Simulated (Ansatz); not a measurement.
Born–Oppenheimer molecular dynamics of C₃H₆OSi (11 atoms, charge 0, multiplicity 1). It starts at the highest image of a converged band, a first-order saddle point between two minima.

Computed with UKS PBE-D4/6-31G* (Ansatz 0.2.0).

```
ensemble                      : NVE (velocity Verlet)
time step                     : 0.5 fs
steps asked                   : 200
starting velocities drawn for : 100 K
seed                          : 8589
```

First frame:

```xyz
11
Properties=species:S:1:pos:R:3
C -1.493 0.737 2.446
C -0.717 0.183 1.579
Si 0.486 -0.785 0.525
C 0.659 0.112 -1.158
O -0.576 0.148 -1.887
H -1.320 1.146 1.156
H 1.789 -0.850 1.268
H -0.060 -2.163 0.328
H 1.111 1.120 -1.036
H 1.361 -0.467 -1.784
H -1.175 0.762 -1.416
```

(1) How far do the bonds stretch over the last three quarters of this one trajectory? (Pairs bonded in most of those frames.)

Results:

(1) 
```csv
bond,mean (Å),spread (Å),shortest,longest
C1–C2,1.290,0.007,1.28,1.30
C2–Si3,1.869,0.024,1.83,1.91
C2–H6,1.192,0.018,1.16,1.23
Si3–C4,1.913,0.017,1.89,1.94
Si3–H7,1.503,0.029,1.46,1.54
Si3–H8,1.498,0.028,1.46,1.54
C4–O5,1.438,0.006,1.43,1.45
C4–H9,1.110,0.006,1.10,1.12
C4–H10,1.104,0.003,1.10,1.11
O5–H11,0.980,0.015,0.96,1.00
```

Mean temperature of the second half: 97 K. The conserved energy stayed within 0.063 meV per atom of its start (net change 0.023 meV per atom), so the integration is sound. A run of 0.1 ps of so small a system gives no equilibrium averages. The orbitals stay closed-shell, which can raise the energy where a bond breaks towards radicals; this wasn't checked here.

Run time: 7.7 min on 2 threads of Arm Neoverse V2, with other jobs on the host, peak memory 0.15 GiB.
